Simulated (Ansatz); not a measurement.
RbF, SMILES [Rb][F].

The structure is a stationary point at B3LYP-D3(BJ)/def2-TZVPD. The def2 effective core potentials stand for the cores of Rb; spin–orbit coupling is left out.

Two levels are set side by side: PBE/def2-TZVPD (Ansatz, an electronic-structure program) and ωB97X-V/def2-TZVPD (Ansatz). Energy differences of separate SCF runs at the same geometry; the states with an electron removed or added have multiplicity 2 and 2. Differences are taken from unrounded values.

```csv
quantity,ωB97X-V,PBE,PBE minus ωB97X-V
vertical ionisation energy (eV),9.31,9.57,0.25
vertical singlet–triplet gap (eV),5.46,5.40,-0.07
```
